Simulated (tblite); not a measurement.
Parent: `[Cl:1][SiH2:2][C:3]1=[C:4]([Cl:5])[CH2:6][CH2:7]1` with Cl1–Si2–C3–C4 180°, C4H6Cl2Si.

The geometries are computed with GFN2-xTB (gas phase). One conformer each, not checked by frequencies here.

| coordinate of the parent | value |
| --- | --- |
| Cl1–Si2 | 2.020 Å |
| Si2–C3 | 1.869 Å |
| C3=C4 | 1.340 Å |
| C4–Cl5 | 1.703 Å |
| C4–C6 | 1.497 Å |
| C6–C7 | 1.548 Å |
| C3–C7 | 1.522 Å |
| Cl1–Si2–C3 | 106.3° |
| Si2–C3–C4 | 135.3° |
| Si2–C3–C7 | 133.2° |
| C4–C3–C7 | 91.5° |
| C3–C4–Cl5 | 133.3° |
| C3–C4–C6 | 96.4° |
| Cl5–C4–C6 | 130.3° |
| C4–C6–C7 | 84.8° |
| C3–C7–C6 | 87.2° |

**Question.** How does the shared frame change in `[CH2:1]=[C:2]([CH3:3])[Si@H:4]([Cl:5])[C:6]1=[C:7]([Cl:8])[CH2:9][CH2:10]1` with C1–C2–Si4–Cl5 -125°, C2–Si4–C6–C7 -24°, C7H10Cl2Si? Atoms pair as Cl1 = Cl5, Si2 = Si4, C3 = C6, C4 = C7, Cl5 = Cl8, C6 = C9, C7 = C10 (parent first).

**Answer.** 
```
    parent    relative  value in the relative  change
   Cl1–Si2     Cl5–Si4                2.033 Å  +0.013
    Si2–C3      Si4–C6                1.873 Å  +0.004
     C3=C4       C6=C7                1.340 Å   0.000
    C4–Cl5      C7–Cl8                1.704 Å  +0.001
     C4–C6       C7–C9                1.497 Å   0.000
     C6–C7      C9–C10                1.548 Å   0.000
     C3–C7      C6–C10                1.521 Å  -0.001
Cl1–Si2–C3  Cl5–Si4–C6                 106.3°     0.0
 Si2–C3–C4   Si4–C6–C7                 135.5°    +0.2
 Si2–C3–C7  Si4–C6–C10                 133.0°    -0.2
  C4–C3–C7   C7–C6–C10                  91.5°     0.0
 C3–C4–Cl5   C6–C7–Cl8                 133.6°    +0.3
  C3–C4–C6    C6–C7–C9                  96.4°     0.0
 Cl5–C4–C6   Cl8–C7–C9                 130.0°    -0.3
  C4–C6–C7   C7–C9–C10                  84.8°     0.0
  C3–C7–C6   C6–C10–C9                  87.3°    +0.1
```

Of the parent's bonds, Cl1–Si2 changes most (+0.013 Å). Bonds of the relative outside the shared frame: C1=C2 1.326, C2–C3 1.500, C2–Si4 1.892 Å. Point group Cs → C1.
